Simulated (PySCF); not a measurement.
## RbTe⁺: input and log

State: ³Σ⁻ (triplet), unpaired electrons π ↑↑.

An equivalent input (the run itself took its basis sets from the Basis Set Exchange, started from a PBE0 density and held the occupation σ 7α 7β, πx 4α 3β, πy 4α 3β, δx 1α 1β, δy 1α 1β):

```python
from pyscf import gto, dft
mol = gto.M(atom='Rb 0 0 0; Te 0 0 3.844', basis={'Rb': 'def2-SVP', 'Te': 'def2-SVP'}, ecp={'Rb': 'def2-SVP', 'Te': 'def2-SVP'},
            charge=1, spin=2, verbose=4, symmetry='C2v')
mf = dft.UKS(mol, xc='CAMB3LYP')
mf.grids.atom_grid = (80, 434)
mf.grids.prune = dft.gen_grid.treutler_prune
mf.irrep_nelec = {'A1': (8, 8), 'A2': (1, 1), 'B1': (4, 3), 'B2': (4, 3)}
mf.conv_tol = 1e-9
mf.max_cycle = 60
mf.diis_space = 10
mf.kernel()
```

The log (some set-up lines and the per-cycle HOMO/LUMO lines removed):

```
******** <class 'pyscf.dft.uks_symm.SymAdaptedUKS'> ********
method = SymAdaptedUKS
damping factor = 0
level_shift factor = 0
DIIS = <class 'pyscf.scf.diis.CDIIS'>
diis_start_cycle = 1
diis_space = 10
diis_damp = 0
SCF conv_tol = 1e-09
SCF conv_tol_grad = None
SCF max_cycles = 60
number electrons alpha = 17  beta = 15
Set gradient conv threshold to 3.16228e-05
init E= -291.889825957493
cycle= 1 E= -291.890050073544  delta_E= -0.000224  |g|= 0.0038  |ddm|= 0.0349
cycle= 2 E= -291.89005710634  delta_E= -7.03e-06  |g|= 0.000878  |ddm|= 0.00729
cycle= 3 E= -291.89005752032  delta_E= -4.14e-07  |g|= 0.000132  |ddm|= 0.00167
cycle= 4 E= -291.890057535439  delta_E= -1.51e-08  |g|= 3.24e-05  |ddm|= 0.00035
cycle= 5 E= -291.890057536079  delta_E= -6.4e-10  |g|= 4.2e-06  |ddm|= 7.31e-05
Extra cycle  E= -291.890057536114  delta_E= -3.51e-11  |g|= 1.4e-06  |ddm|= 1.7e-05
converged SCF energy = -291.890057536114  <S^2> = 2.0025825  2S+1 = 3.0017212
```

Repeating this along the bond gives Re = 3.824 Å and ωe = 62.7 cm⁻¹.

A point of this curve took 0.88 CPU seconds beside 0.17 for the integrals, on Intel Xeon Platinum 8488C (shared host).

Spin–orbit coupling is left out. The state was picked by a PBE0 search and need not be the measured ground state.
